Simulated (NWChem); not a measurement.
System: CH$_{5}$BrOSi; SMILES C[SiH](Br)O

Output (shortened):

```
             Northwest Computational Chemistry Package (NWChem) 7.3.0
             --------------------------------------------------------

 C1  symmetry detected

                             Geometry "geometry" -> ""
                             -------------------------

 Output coordinates in angstroms (scale by  1.889725989 to convert to a.u.)

  No.       Tag          Charge          X              Y              Z
 ---- ---------------- ---------- -------------- -------------- --------------
    1 Si                  14.0000    -0.05541794    -0.92808022     0.39987925
    2 C                    6.0000     1.46648114    -1.73587713    -0.28161293
    3 O                    8.0000    -1.36381674    -1.62527445    -0.34026136
    4 Br                  35.0000    -0.00155879     1.26925653    -0.04801269
    5 H                    1.0000    -0.16033991    -1.01801551     1.88397388
    6 H                    1.0000     1.45103114    -2.81571383    -0.06580410
    7 H                    1.0000     2.37205716    -1.30005327     0.16567583
    8 H                    1.0000     1.51350745    -1.59837741    -1.37218805
    9 H                    1.0000    -2.23419987    -1.28123709    -0.11775462

 Effective nuclear repulsion energy (a.u.)     329.8246985074

                                 NWChem DFT Module
                                 -----------------

 Summary of "ao basis" -> "ao basis" (spherical)
 ------------------------------------------------------------------------------
       Tag                 Description            Shells   Functions and Types
 ---------------- ------------------------------  ------  ---------------------
 Si                         def2-svp                 8       18   4s3p1d
 C                          def2-svp                 6       14   3s2p1d
 O                          def2-svp                 6       14   3s2p1d
 Br                         def2-svp                12       32   5s4p3d
 H                          def2-svp                 3        5   2s1p

            General Information
            -------------------
          SCF calculation type: DFT
          Wavefunction type:  closed shell.
          No. of atoms     :     9
          No. of electrons :    68
           Alpha electrons :    34
            Beta electrons :    34
          Charge           :     0
          Spin multiplicity:     1
          Use of symmetry is: off; symmetry adaption is: off
          Maximum number of iterations: 150
          AO basis - number of functions:   103
                     number of shells:    47
          Convergence on energy requested:  1.00D-06
          Convergence on density requested:  1.00D-05
          Convergence on gradient requested:  5.00D-04

              XC Information
              --------------
                     Hartree-Fock (Exact) Exchange  1.000
                   CAM-Becke88 Exchange Functional  1.000
                      VWN V Correlation Functional  0.190 local
              Lee-Yang-Parr Correlation Functional  0.810

           Range-Separation Parameters
           ---------------------------
           Alpha           :  0.19
           Beta            :  0.46
           Gamma           :  0.33
           Short-Range HF  :     F

             Grid Information
             ----------------
          Grid used for XC integration:  medium
          Radial quadrature: Mura-Knowles
          Angular quadrature: Lebedev.
          Tag              B.-S. Rad. Rad. Pts. Rad. Cut. Ang. Pts.
          ---              ---------- --------- --------- ---------
          Si                  1.10       88           8.0       590
          C                   0.70       49          10.0       434
          O                   0.60       49          10.0       434
          Br                  1.15      112          11.0       590
          H                   0.35       45          12.0       434
          Grid pruning is: on
          Number of quadrature shells:   523
          Spatial weights used:  Erf1

      Superposition of Atomic Density Guess
      -------------------------------------

 Sum of atomic energies:       -2975.63671229

      Non-variational initial energy
      ------------------------------

 Total energy =   -2977.182083
 1-e energy   =   -4795.410880
 2-e energy   =    1488.404098
 HOMO         =      -0.359925
 LUMO         =       0.070322

   convergence    iter        energy       DeltaE   RMS-Dens  Diis-err
 ---------------- ----- ----------------- --------- --------- ---------
 d= 0,ls=0.0,diis     1  -2979.6074068884 -3.31D+03  9.64D-03  6.77D-01
 d= 0,ls=0.0,diis     2  -2979.6227402276 -1.53D-02  4.75D-03  5.80D-01
 d= 0,ls=0.0,diis     3  -2979.6742282085 -5.15D-02  1.05D-03  2.65D-02
 d= 0,ls=0.0,diis     4  -2979.6764581387 -2.23D-03  3.29D-04  2.21D-03
 d= 0,ls=0.0,diis     5  -2979.6766643482 -2.06D-04  6.94D-05  4.26D-05
  Resetting Diis
 d= 0,ls=0.0,diis     6  -2979.6766694635 -5.12D-06  1.55D-05  1.33D-06
 d= 0,ls=0.0,diis     7  -2979.6766696579 -1.94D-07  4.84D-06  1.67D-07

         Total DFT energy =    -2979.676669657941
      One electron energy =    -4798.885388568232
           Coulomb energy =     1617.665590179327
    Exchange-Corr. energy =     -128.281569776478
 Nuclear repulsion energy =      329.824698507443

 Numeric. integr. density =       68.000007161222

                       DFT Final Molecular Orbital Analysis
                       ------------------------------------

[...]
```

Level: CAM-B3LYP/def2-SVP, vertical spin-unrestricted ions. Geometry: optimised at PBE0/def2-SVP.

Reconstruct the input file.

This is not unique; one that fits is the input that was run:
```
start job
memory heap 200 mb stack 900 mb global 1100 mb
geometry units angstroms noautoz
  Si    -0.087499    -1.080557     0.394525
  C      1.474876    -1.787194    -0.307467
  O     -1.357356    -1.839748    -0.351724
  Br    -0.163247     1.123473    -0.015732
  H     -0.179031    -1.201516     1.877301
  H      1.523077    -2.869609    -0.110201
  H      2.356128    -1.307276     0.143256
  H      1.507983    -1.628769    -1.395712
  H     -2.244968    -1.550520    -0.119496
end
basis spherical
  * library def2-svp
end
dft
  xc xcamb88 1.00 lyp 0.81 vwn_5 0.19 hfexch 1.00
  cam 0.33 cam_alpha 0.19 cam_beta 0.46
  iterations 150
  vectors input atomic output neutral.movecs
end
task dft energy
charge 1
dft
  odft
  mult 2
  vectors input atomic output cation.movecs
end
task dft energy
```
